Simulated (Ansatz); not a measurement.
C5H8AlFO3, SMILES `CC1=CC(C)=[O+][Al-]([OH])([F])[O]1`, relaxed with RKS PBE0-D4/def2-TZVP in Ansatz 0.2.0 from a PBE-D4/def2-SVP geometry. The force threshold is 0.005 eV/Å; the program also tests the step.

Total charge 0; spin multiplicity 1.

Start:

```xyz
18

C     1.350   -1.294    2.027
C     0.771   -0.462    0.919
C    -0.329   -0.925    0.164
C    -0.930   -0.179   -0.873
C    -2.114   -0.718   -1.624
O    -0.523    0.990   -1.243
Al    0.978    1.877   -0.634
O     0.672    3.471   -0.089
F     2.176    1.719   -1.801
O     1.345    0.679    0.723
H     2.410   -1.524    1.791
H     0.799   -2.237    2.191
H     1.362   -0.699    2.962
H    -0.748   -1.910    0.407
H    -2.942    0.018   -1.578
H    -2.460   -1.694   -1.240
H    -1.846   -0.818   -2.696
H     0.029    3.704    0.594
```

(1) How much energy does the relaxation release, and in how many steps? (Estimate.)

(2) Which bonds change most? (Estimate.)

(3) Give the relaxed structure. (Estimate.)

Answers

(1) Computed: 0.11 eV, in 9 steps.

(2) Ansatz gave: O6–Al7 from 1.847 to 1.812 Å; Al7–O10 from 1.847 to 1.812 Å; Al7–F9 from 1.680 to 1.653 Å; Al7–O8 from 1.713 to 1.694 Å.

(3) The calculation gave: 
```xyz
18

C     1.336   -1.277    2.006
C     0.763   -0.453    0.904
C    -0.325   -0.914    0.163
C    -0.914   -0.173   -0.862
C    -2.091   -0.705   -1.605
O    -0.507    0.979   -1.228
Al    0.970    1.841   -0.629
O     0.663    3.416   -0.088
F     2.152    1.693   -1.776
O     1.330    0.672    0.708
H     2.383   -1.492    1.777
H     0.795   -2.210    2.152
H     1.325   -0.695    2.930
H    -0.739   -1.881    0.403
H    -2.911    0.014   -1.535
H    -2.417   -1.673   -1.230
H    -1.832   -0.789   -2.663
H     0.018    3.647    0.575
```
